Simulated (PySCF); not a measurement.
One molecule, one basis, several functionals.

Compound: 3-bromofuran, C4H3BrO.
SMILES: `BrC1=COC=C1`

PySCF, def2-SVPD basis, density fitting, gas phase, PBE0-D3(BJ)/def2-SVP geometry; singlet excitations by full TDDFT with frozen cores, triplets by Tamm–Dancoff TDDFT and ionisation energies by ΔSCF, from the lowest of the holes tried. One functional is left out:

```
functional  exact exchange (%)  HOMO energy (eV)  LUMO energy (eV)  lowest singlet excitation (eV)  lowest triplet excitation (eV)  mean polarisability (au)  vertical ionisation energy (eV)
       LDA                   0             -6.02             -1.41                            5.01                            4.16                      70.3                             8.99
       PBE                   0             -5.83             -1.17                            4.98                            4.00                      70.2                             8.72
     B3LYP                  20             -6.67             -0.48                            5.30                            3.97                      68.8                             8.84
 BHandHLYP                  50             -7.77              0.75                            5.74                            3.84                      66.8                             8.76
```

Predict the row of PBE0 (25 % exact exchange) by straight lines through the other rows, and check it.

```tsv
property	line	computed	computed − line	B3LYP (20 %), for comparison
HOMO energy (eV)	-6.85	-6.89	-0.04	-6.67
LUMO energy (eV)	-0.27	-0.25	+0.02	-0.48
lowest singlet excitation (eV)	5.37	5.47	+0.10	5.30
lowest triplet excitation (eV)	3.96	3.94	-0.02	3.97
mean polarisability (au)	68.5	68.0	-0.5	68.8
vertical ionisation energy (eV)	8.81	8.85	+0.04	8.84
```
